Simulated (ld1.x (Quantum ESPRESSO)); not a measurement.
# sulfur (S), ultrasoft: configuration errors across variants

ld1.x (Quantum ESPRESSO) 7.5 input, shortened:

```
&input
   title='S', zed=16., rel=0, dft='PBE', iswitch=3,
   config='[Ne] 3s2 3p4 3d-2'
 /
 &inputp
   pseudotype=3, tm=.true., lloc=-1, rcloc=0.95,
   nlcc=.true., new_core_ps=.true., rcore=0.70,
   which_augfun='PSQ', rmatch_augfun_nc=.true.
 /
6
3S  1  0   2.00   0.00  0.85  1.20  0.0
3S  1  0   0.00  -0.65  0.85  1.20  0.0
3P  2  1   4.00   0.00  1.20  1.65  0.0
3P  2  1   0.00  -0.10  1.20  1.65  0.0
3D  3  2  -2.00   0.40  1.05  1.35  0.0
3D  3  2  -2.00   1.35  1.05  1.35  0.0
 &test
   configts(1)='3s2 3p4'
 /
```

All-electron excitation energies from the reference (eV): (1) 3s2 3p3 11.782; (2) 3s2 3p2 34.078; (3) 3s2 3p1 68.128.

4 further variants failed, have other tests or another functional or relativity, and are left out.

A true bound ghost makes a file unfit for plane-wave use even where its test errors are small: the radial tests pick states by their node count and pass the ghost by.

Errors AE − PS in meV (a dash: test not solved or not reliable):

```csv
change,(1),(2),(3),bound ghosts
base,+0.8,+6.7,+26,s
"waves 3p (bound): rcut 1.20, rcutus 1.42 bohr; 3p channel at -0.1 Ry: rcut 1.20, rcutus 1.42 bohr",+0.5,+4.2,+15,s
local potential all-electron potential smoothed inside 0.60 bohr (lloc = -1),+0.8,+6.7,+26,s
local potential all-electron potential smoothed inside 1.30 bohr (lloc = -1),+0.8,+6.7,+26,s
"wave 3d channel at 0.4 Ry: rcut 1.05, rcutus 1.35 bohr becomes 3d channel at 0.31 Ry: rcut 1.05, rcutus 1.35 bohr",+0.8,+6.7,+26,s
"waves 3d channel at 0.4 Ry: rcut 1.05, rcutus 1.96 bohr; 3d channel at 1.35 Ry: rcut 1.05, rcutus 1.96 bohr",+0.8,+6.7,+26,s
type RRKJ; waves now 3p (bound): rc 1.65 bohr; 3d channel at 0.4 Ry: rc 1.35 bohr; 3s (bound): rc 1.20 bohr; local potential the s channel,+4.5,+31,+108,none
```

**Question.** Give the same row for: core correction Bessel-smoothed model core inside 1.08 bohr.

**Answer.** +0.9, +7.9, +32; bound ghosts: s.
